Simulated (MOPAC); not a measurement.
MOPAC input (PM3):

```
PM3 FORCE THERMO(298,298) PRECISE LET CHARGE=-1 GEO-OK AUX(PRECISION=9) THREADS=1
C4H2BrSe

Br    2.01823446 1   -1.14006380 1    0.37410263 1
C     0.29763625 1   -0.37300895 1    0.10531770 1
C    -0.85402953 1   -1.14907249 1    0.24103120 1
C    -2.00561385 1   -0.59095500 1    0.05018616 1
Se   -1.63056095 1    1.32440672 1   -0.40096539 1
C     0.20943578 1    0.92124211 1   -0.21562503 1
H    -3.05098805 1   -0.84380302 1    0.06284027 1
H     0.99083587 1    1.65259055 1   -0.35783234 1
```

From the output:

```
     H    8   0.021713   5.671441

          HEAT OF FORMATION =      35.220148 KCALS/MOLE

          ZERO POINT ENERGY      26.863 KCAL/MOL

           NORMAL COORDINATE ANALYSIS (Total motion = 1 Angstrom)

   Root No.       1         2         3         4         5         6         7         8

                 1 A"      1 A'      2 A'      2 A"      3 A'      4 A'      3 A"      5 A'

                 137.6     187.9     257.4     321.9     431.7     543.0     597.3     690.3

           1   -0.0000    0.0350    0.1384    0.0000   -0.0229   -0.0160   -0.0000   -0.0176
           2   -0.0000   -0.0503    0.0140    0.0000   -0.0032    0.0002   -0.0000    0.0036
           3   -0.0384    0.0000   -0.0000    0.0026   -0.0000   -0.0000   -0.0024   -0.0000
           4    0.0000    0.0259   -0.0029   -0.0000    0.0513    0.0659    0.0000    0.0975
           5    0.0000    0.1581   -0.1230   -0.0000   -0.0480   -0.0509    0.0000   -0.0256
           6    0.1892   -0.0000    0.0000   -0.0823   -0.0000    0.0000    0.1880   -0.0000
           7    0.0000    0.0813   -0.1127   -0.0000    0.1793    0.0907   -0.0000   -0.0315
           8    0.0000    0.1272   -0.0576   -0.0000   -0.1246   -0.0824   -0.0000    0.0777
           9    0.1180    0.0000   -0.0000   -0.0919   -0.0000    0.0000   -0.1655    0.0000
          10   -0.0000    0.0830   -0.1129    0.0000    0.1875    0.0435    0.0000   -0.0069
          11   -0.0000    0.0258    0.0052    0.0000   -0.1326    0.3220    0.0000   -0.0534
          12   -0.0221    0.0000   -0.0000    0.1236   -0.0000   -0.0000    0.0490    0.0000
          13   -0.0000   -0.0568   -0.1020   -0.0000   -0.0404   -0.0240   -0.0000   -0.0333
          14   -0.0000   -0.0156    0.0322   -0.0000    0.0652   -0.0234   -0.0000   -0.0076
          15   -0.0391   -0.0000    0.0000   -0.0178    0.0000    0.0000   -0.0022    0.0000
          16    0.0000   -0.0489   -0.0107    0.0000   -0.0168    0.0527   -0.0000    0.2437
          17    0.0000    0.1164   -0.1216    0.0000   -0.0853   -0.0528   -0.0000    0.0365
          18    0.2144   -0.0000    0.0000    0.1018    0.0000   -0.0000   -0.0293   -0.0000
          19   -0.0000    0.1355   -0.1370    0.0000    0.1617    0.0825    0.0000    0.0277
          20   -0.0000   -0.0399    0.0339    0.0000   -0.0913    0.2560    0.0000   -0.0948
          21   -0.1140    0.0000   -0.0000    0.2992   -0.0000   -0.0000    0.2109    0.0000
          22    0.0000   -0.1481    0.0072    0.0000    0.0362    0.0524   -0.0000    0.3641
          23    0.0000    0.1547   -0.1277    0.0000   -0.1031   -0.0553   -0.0000   -0.0146
          24    0.2649   -0.0000    0.0000    0.2808    0.0000   -0.0000   -0.3527   -0.0000

   Root No.       9        10        11        12        13        14        15        16

                 4 A"      6 A'      5 A"      7 A'      8 A'      9 A'     10 A'     11 A'

                 705.9     769.7     817.8     967.2    1010.2    1350.6    1739.1    1835.2

           1    0.0000   -0.0159   -0.0000   -0.0009    0.0023   -0.0025    0.0005   -0.0009
           2    0.0000    0.0006   -0.0000   -0.0001   -0.0008   -0.0003   -0.0002   -0.0003
           3    0.0006    0.0000   -0.0017    0.0000    0.0000    0.0000   -0.0000    0.0000
           4   -0.0000    0.1978    0.0000    0.0268   -0.0321    0.2071   -0.1016    0.0122
           5   -0.0000   -0.0197    0.0000    0.0162    0.0077    0.1313    0.2092   -0.1510
           6   -0.0121   -0.0000    0.0686   -0.0000    0.0000   -0.0000   -0.0000    0.0000
           7    0.0000   -0.0391   -0.0000    0.0049    0.0030   -0.0100    0.1161    0.2458
           8    0.0000    0.1759   -0.0000    0.0145    0.0496   -0.1679    0.0028    0.0851
           9    0.0401   -0.0000   -0.0089    0.0000   -0.0000    0.0000   -0.0000   -0.0000
          10   -0.0000   -0.0066   -0.0000    0.0350    0.0144   -0.1255   -0.1123   -0.1912
          11   -0.0000    0.0044   -0.0000   -0.0392    0.0177   -0.0174   -0.0082   -0.0184
          12   -0.1190   -0.0000   -0.0123    0.0000   -0.0000    0.0000   -0.0000    0.0000
          13    0.0000    0.0083    0.0000   -0.0025    0.0021   -0.0004    0.0003   -0.0005
          14    0.0000    0.0040    0.0000   -0.0055   -0.0027    0.0009    0.0012    0.0015
          15    0.0022    0.0000    0.0025    0.0000    0.0000   -0.0000    0.0000   -0.0000
          16    0.0000   -0.0818   -0.0000   -0.0143   -0.0745   -0.0662    0.1079   -0.0405
          17    0.0000   -0.1768   -0.0000   -0.0008   -0.0205    0.0638   -0.1930    0.0767
          18    0.0213    0.0000   -0.1186   -0.0000    0.0000   -0.0000    0.0000   -0.0000
          19    0.0000    0.0575    0.0000   -0.4692    0.0960   -0.0563   -0.1312   -0.2244
          20    0.0000   -0.0703    0.0000    0.5970   -0.0813   -0.1342   -0.0313   -0.0720
          21    0.7074   -0.0000    0.1281   -0.0000   -0.0000    0.0000   -0.0000    0.0000
          22   -0.0000   -0.2868    0.0000    0.1101    0.6193    0.2165   -0.0562    0.0242
          23   -0.0000   -0.0958    0.0000   -0.0483   -0.2938   -0.0336   -0.1719    0.0671
          24   -0.0973    0.0000    0.6592   -0.0000   -0.0000   -0.0000    0.0000   -0.0000

   Root No.      17        18

                12 A'     13 A'

                3204.8    3223.3

           1   -0.0000    0.0000
           2   -0.0000    0.0000
           3    0.0000   -0.0000
           4   -0.0038    0.0010
           5    0.0048   -0.0002
           6   -0.0000    0.0000
           7    0.0011    0.0094
           8    0.0010   -0.0001
           9   -0.0000    0.0000
          10   -0.0035   -0.0668
          11   -0.0016   -0.0444
          12   -0.0000    0.0000
          13   -0.0000   -0.0000
          14   -0.0001   -0.0002
          15    0.0000   -0.0000
          16   -0.0229    0.0014
          17   -0.0733    0.0039
          18    0.0000   -0.0000
          19    0.0333    0.6733
          20    0.0265    0.5396
          21   -0.0000   -0.0000
          22    0.3176   -0.0149
          23    0.8089   -0.0394
          24   -0.0000    0.0000

           MASS-WEIGHTED COORDINATE ANALYSIS (NORMAL COORDINATES)

   Root No.       1         2         3         4         5         6         7         8

                 1 A"      1 A'      2 A'      2 A"      3 A'      4 A'      3 A"      5 A'

                 137.6     187.9     257.4     321.9     431.7     543.0     597.3     690.3

           1   -0.0000    0.2551    0.6923    0.0000   -0.1480   -0.1071   -0.0000   -0.1417
           2   -0.0000   -0.3663    0.0702    0.0000   -0.0208    0.0015   -0.0000    0.0292
           3   -0.2821    0.0000   -0.0000    0.0279   -0.0000   -0.0000   -0.0222   -0.0000
           4    0.0000    0.0732   -0.0056   -0.0000    0.1287    0.1710    0.0000    0.3043
           5    0.0000    0.4467   -0.2386   -0.0000   -0.1205   -0.1320    0.0000   -0.0799
           6    0.5395   -0.0000    0.0000   -0.3443   -0.0000    0.0000    0.6638   -0.0000
           7    0.0000    0.2298   -0.2185   -0.0000    0.4496    0.2353   -0.0000   -0.0983
           8    0.0000    0.3594   -0.1118   -0.0000   -0.3125   -0.2137   -0.0000    0.2426
           9    0.3364    0.0000   -0.0000   -0.3844   -0.0000    0.0000   -0.5843    0.0000
          10   -0.0000    0.2346   -0.2190    0.0000    0.4701    0.1127    0.0000   -0.0214
          11   -0.0000    0.0728    0.0100    0.0000   -0.3326    0.8348    0.0000   -0.1667
          12   -0.0632    0.0000   -0.0000    0.5170   -0.0000   -0.0000    0.1729    0.0000
          13   -0.0000   -0.4113   -0.5073   -0.0000   -0.2599   -0.1593   -0.0000   -0.2663
          14   -0.0000   -0.1132    0.1601   -0.0000    0.4190   -0.1558   -0.0000   -0.0611
          15   -0.2857   -0.0000    0.0000   -0.1912    0.0000    0.0000   -0.0195    0.0000
          16    0.0000   -0.1381   -0.0208    0.0000   -0.0421    0.1365   -0.0000    0.7610
          17    0.0000    0.3290   -0.2359    0.0000   -0.2140   -0.1370   -0.0000    0.1140
          18    0.6115   -0.0000    0.0000    0.4262    0.0000   -0.0000   -0.1033   -0.0000
          19   -0.0000    0.1109   -0.0770    0.0000    0.1175    0.0620    0.0000    0.0251
          20   -0.0000   -0.0327    0.0190    0.0000   -0.0663    0.1923    0.0000   -0.0858
          21   -0.0942    0.0000   -0.0000    0.3627   -0.0000   -0.0000    0.2157    0.0000
          22    0.0000   -0.1213    0.0040    0.0000    0.0263    0.0393   -0.0000    0.3293
          23    0.0000    0.1267   -0.0717    0.0000   -0.0749   -0.0415   -0.0000   -0.0132
          24    0.2188   -0.0000    0.0000    0.3404    0.0000   -0.0000   -0.3607   -0.0000

   Root No.       9        10        11        12        13        14        15        16

                 4 A"      6 A'      5 A"      7 A'      8 A'      9 A'     10 A'     11 A'

                 705.9     769.7     817.8     967.2    1010.2    1350.6    1739.1    1835.2

           1    0.0000   -0.1178   -0.0000   -0.0098    0.0267   -0.0185    0.0037   -0.0063
           2    0.0000    0.0041   -0.0000   -0.0012   -0.0094   -0.0021   -0.0015   -0.0018
           3    0.0061    0.0000   -0.0185    0.0000    0.0000    0.0000   -0.0000    0.0000
           4   -0.0000    0.5697    0.0000    0.1152   -0.1424    0.6011   -0.2782    0.0326
           5   -0.0000   -0.0568    0.0000    0.0698    0.0343    0.3809    0.5727   -0.4033
           6   -0.0497   -0.0000    0.2877   -0.0000    0.0000   -0.0000   -0.0000    0.0000
           7    0.0000   -0.1126   -0.0000    0.0211    0.0132   -0.0291    0.3179    0.6566
           8    0.0000    0.5064   -0.0000    0.0623    0.2197   -0.4871    0.0077    0.2273
           9    0.1646   -0.0000   -0.0375    0.0000   -0.0000    0.0000   -0.0000   -0.0000
          10   -0.0000   -0.0190   -0.0000    0.1507    0.0637   -0.3641   -0.3075   -0.5108
```

The dipole moment of an ion depends on the origin.
